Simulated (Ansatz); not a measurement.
Consider the redistribution: `O[SiH](F)[SiH2]F` + `NC(F)[TeH]` → `NC([TeH])[SiH2]F` + `O[SiH](F)F`.

Isolated molecules relaxed with PBE0-D4/def2-TZVP in Ansatz; ΔE leaves out vibrations. CCSD(T)/CBS is the MP2 limit (def2-TZVPP, def2-QZVPP) plus CCSD(T) − MP2 in def2-TZVPP, frozen cores. Functionals use def2-TZVPP. B3LYP here is the variant with VWN-RPA as its local correlation; programs differ in this. def2 core potentials past Kr. For Te outer-core shells are correlated without core-valence functions, which leaves a few kJ/mol of doubt a bond. One conformer a species, not always the lowest.

`O[SiH](F)[SiH2]F`:

```xyz
9

O    -1.522    0.060   -1.322
Si    0.069    0.290   -1.028
F     0.955   -0.760   -1.850
Si    0.500   -0.043    1.266
F    -0.527   -1.187    1.750
H    -1.965   -0.672   -0.890
H     0.395    1.637   -1.546
H     1.880   -0.507    1.559
H     0.217    1.182    2.059
```

`NC(F)[TeH]`:

Z-matrix (Å, degrees):
```
C
F 1 1.373
Te 1 2.201 2 107.1
N 1 1.399 2 110.7 3 -123.8
H 1 1.089 2 108.0 3 115.5
H 3 1.657 1 94.3 2 44.8
H 4 1.009 1 115.8 2 80.2
H 4 1.007 1 114.5 2 -146.6
```

`NC([TeH])[SiH2]F`:

Z-matrix (Å, degrees):
```
Si
F 1 1.604
C 1 1.868 2 111.0
Te 1 3.168 2 155.4 3 1.0
H 1 1.478 2 107.7 3 -119.5
H 1 1.483 2 106.6 3 119.1
N 3 1.412 1 117.1 2 51.4
H 3 1.093 1 109.9 2 -76.0
H 4 1.658 1 79.7 2 106.7
H 7 1.010 3 113.7 1 50.4
H 7 1.011 3 113.8 1 176.2
```

`O[SiH](F)F`:

```xyz
6

O     0.172   -0.040    1.261
Si    0.153    0.061   -0.350
F    -0.903    1.132   -0.845
F    -0.294   -1.311   -1.005
H    -0.621   -0.267    1.748
H     1.493    0.425   -0.809
```

Q: Is it downhill or uphill in electronic energy at CCSD(T)/CBS, and by how much? (Estimate.)

A: The calculation gave: Downhill: ΔE = -2.81 eV.

Q: What do these levels give: PBE-D4, ωB97X-V, ωB97M-V, B2PLYP, PBE0, B3LYP, HF/def2-TZVPP, MP2/def2-TZVPP, CCSD/def2-TZVPP, MP2/def2-QZVPP, SCS-MP2/def2-QZVPP, HF/CBS(def2)? (An estimate is asked.)

A: Computed: PBE-D4 -2.44, ωB97X-V -2.54, ωB97M-V -2.70, B2PLYP -2.70, PBE0 -2.52, B3LYP -2.54, HF/def2-TZVPP -2.69, MP2/def2-TZVPP -2.97, CCSD/def2-TZVPP -2.77, MP2/def2-QZVPP -3.00, SCS-MP2/def2-QZVPP -2.90, HF/CBS(def2) -2.72 eV.

Largest T1 diagnostic among the species: 0.012.

From PBE to PBE0 (25 % exact exchange), in def2-TZVPP and without D4, ΔE moves by −0.12 eV. The D4 term adds −0.07 eV with B3LYP and −0.04 eV with PBE0; it sums over pairs of atoms, weighted by their polarisabilities, and B3LYP, whose exchange is more repulsive, gets the larger term.
